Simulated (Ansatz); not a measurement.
Reaction (ligand exchange at the Si–N bond): `CN[SiH2]O` + `N[Si](O)(O)O` → `O[SiH2]N[Si](O)(O)O` + CH₃NH₂

Gas-phase electronic energies from Ansatz, PBE0-D4/def2-TZVP geometries. CCSD(T)/CBS is the MP2 limit (def2-TZVPP, def2-QZVPP) plus CCSD(T) − MP2 in def2-TZVPP, frozen cores. Functionals use def2-TZVPP. Each species was taken in one conformer, which may not be the lowest.

`CN[SiH2]O`:

```xyz
11

C     1.240   -0.752    0.611
N     0.413   -0.453   -0.537
Si   -0.735    0.804   -0.631
O    -2.238    0.529   -0.003
H     0.838   -1.556    1.239
H     1.329    0.141    1.235
H     2.253   -1.035    0.309
H     0.354   -1.209   -1.202
H    -1.003    1.061   -2.063
H    -0.122    1.953    0.091
H    -2.328    0.517    0.950
```

`N[Si](O)(O)O`:

Cartesian coordinates in Å:
```
N -0.162 1.391 -0.562
Si -0.031 -0.165 0.104
O -0.615 -1.436 -0.753
O -0.907 -0.067 1.480
O 1.558 -0.532 0.288
H -1.017 1.910 -0.449
H 0.316 1.637 -1.412
H 0.044 -1.996 -1.165
H -1.285 -0.893 1.785
H 2.100 0.150 0.685
```

`O[SiH2]N[Si](O)(O)O`:

```xyz
14

O    -2.128    0.845    1.244
Si   -1.580    1.118   -0.281
N     0.133    0.908   -0.427
Si    0.955   -0.548   -0.120
O    -0.215   -1.441    0.616
O     1.481   -1.392   -1.416
O     2.306   -0.312    0.776
H    -1.947   -0.044    1.560
H    -2.270    0.206   -1.227
H    -1.879    2.536   -0.588
H     0.678    1.732   -0.631
H    -0.182   -2.386    0.459
H     2.431   -1.447   -1.529
H     2.216    0.226    1.564
```

CH₃NH₂:

Z-matrix (Å, degrees):
```
C
N 1 1.453
H 1 1.092 2 109.4
H 1 1.100 2 115.4 3 -121.6
H 1 1.092 2 109.4 3 116.8
H 2 1.012 1 110.6 3 62.6
H 2 1.012 1 110.6 3 -179.3
```

```csv
level,ΔE (eV)
ωB97X-V,-0.15
PBE0,-0.11
MP2/def2-TZVPP,-0.15
HF/def2-QZVPP,-0.13
MP2/def2-QZVPP,-0.14
SCS-MP2/def2-QZVPP,-0.14
MP2/CBS(def2),-0.14
CCSD/CBS(def2),-0.14
```

Q: What does CCSD(T)/CBS give? (An estimate is asked.)

A: The calculation gave: -0.15 eV. The listed levels differ from it by 0.00, 0.04, 0.00, 0.02, 0.01, 0.01, 0.01, 0.01 eV.

Largest T1 diagnostic among the species: 0.011.

The D4 term adds −0.06 eV with B3LYP and −0.04 eV with PBE0; it sums over pairs of atoms, weighted by their polarisabilities, and B3LYP, whose exchange is more repulsive, gets the larger term.

B3LYP here is the variant with VWN-RPA as its local correlation; programs differ in this.
